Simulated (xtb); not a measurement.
xtb input:

```bash
xtb mol.xyz --gfn 1 --sp --chrg -1 --uhf 0
```
mol.xyz:
```
9

C      2.07914738    -0.18062915    -0.64799530
C      0.75843144    -0.08051704    -0.67402996
B     -0.46713719     0.04005802     0.12987417
O     -1.08502731     1.27334736     0.46948691
O     -1.26342000    -1.05979635     0.54746447
H      2.69868801    -0.19724689     0.27214063
H      2.70731730    -0.25888701    -1.55243371
H     -0.50773705     1.97148331     0.14975134
H     -0.80047677    -1.85717047     0.27771134
```

### Question
What final total energy does it print?

### Answer
-17.40611 Eh (GFN1-xTB).

It need not be the lowest isomer of its formula. Whether it binds its extra electron was not tested at this geometry.
